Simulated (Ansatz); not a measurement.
Cost and result for the atomization energy of C$_{3}$H$_{6}$ClNSi, SMILES `C=N/C([SiH3])=C\Cl` (12 atoms, 11 bonds).

```xyz
12

C    -1.128    1.207   -1.331
N    -1.035    0.069   -0.798
C    -0.154   -0.163    0.252
Si    1.313   -1.267   -0.129
C    -0.352    0.237    1.511
Cl   -1.692    1.188    2.025
H    -0.526    2.067   -1.019
H    -1.838    1.349   -2.144
H     2.100   -1.434    1.119
H     2.152   -0.624   -1.174
H     0.850   -2.585   -0.630
H     0.310   -0.045    2.317
```

Total charge 0; spin multiplicity 1. The structure was optimised at the PBE0-D4/def2-TZVP level. It is one conformer, not always the lowest. Program: Ansatz. All runs use 4 threads of an Intel Xeon Platinum 8259CL on a shared host. Times are those of one run each, without the atoms' runs, and a repeat can differ threefold. Electronic energies, without spin–orbit coupling; frozen cores. CCSD(T)/CBS adds CCSD(T) − MP2 in def2-TZVPP to the MP2 limit, and its time is that of the two runs behind it. T1 = 0.013. B3LYP takes the VWN-RPA correlation (the form of Gaussian; ORCA's B3LYP/G).

CCSD(T)/CBS is a level of theory with its own doubt, some kJ/mol a heavy atom from the limit and from the frozen cores, so smaller differences don't rank the functionals.

```csv
level,functions,wall time
PBE-D4/def2-TZVPP (with forces),292,3.5 s
PBE0-D4/def2-TZVPP,292,4.6 s
r2SCAN-D4/def2-TZVPP (with forces),292,6 s
B3LYP-D4/def2-TZVPP (with forces),292,7.5 s
B2PLYP/def2-TZVPP,292,8.5 s
ωB97X-V/def2-TZVPP,292,11 s
ωB97M-V/def2-TZVPP (with forces),292,15 s
MP2/def2-QZVPP,548,44 s
CCSD(T)/def2-TZVPP,292,3.6 min
CCSD(T)/CBS(def2),–,4.3 min
```

What atomization energy does each give, and how far from CCSD(T)/CBS? (An estimate is asked.)

The calculation gave: 
| level | atomization (kcal/mol) | difference from CCSD(T)/CBS | per bond |
| --- | --- | --- | --- |
| PBE-D4/def2-TZVPP (with forces) | 1104.3 | 35.4 | 3.2 |
| PBE0-D4/def2-TZVPP | 1079.1 | 10.2 | 0.9 |
| r2SCAN-D4/def2-TZVPP (with forces) | 1074.1 | 5.2 | 0.5 |
| B3LYP-D4/def2-TZVPP (with forces) | 1074.3 | 5.4 | 0.5 |
| B2PLYP/def2-TZVPP | 1059.7 | -9.2 | -0.8 |
| ωB97X-V/def2-TZVPP | 1074.9 | 6.0 | 0.5 |
| ωB97M-V/def2-TZVPP (with forces) | 1074.9 | 6.0 | 0.5 |
| MP2/def2-QZVPP | 1077.0 | 8.1 | 0.7 |
| CCSD(T)/def2-TZVPP | 1038.5 | -30.4 | -2.8 |
| CCSD(T)/CBS(def2) | 1068.9 | 0.0 | 0.0 |

The D4 term adds +12.2 kcal/mol with B3LYP and +6.5 kcal/mol with PBE0; it sums over pairs of atoms, weighted by their polarisabilities, and B3LYP, whose exchange is more repulsive, gets the larger term. From PBE to PBE0 (25 % exact exchange), in def2-TZVPP and without D4, the atomization energy moves by −24.2 kcal/mol: exact exchange takes away binding that semilocal exchange gives to molecules. In def2-TZVPP, CCSD(T) changes the Hartree–Fock value by +283.1 kcal/mol (the triples alone add +21.0 kcal/mol) and MP2 by +303.6 kcal/mol; breaking electron pairs costs correlation energy, which Hartree–Fock lacks.
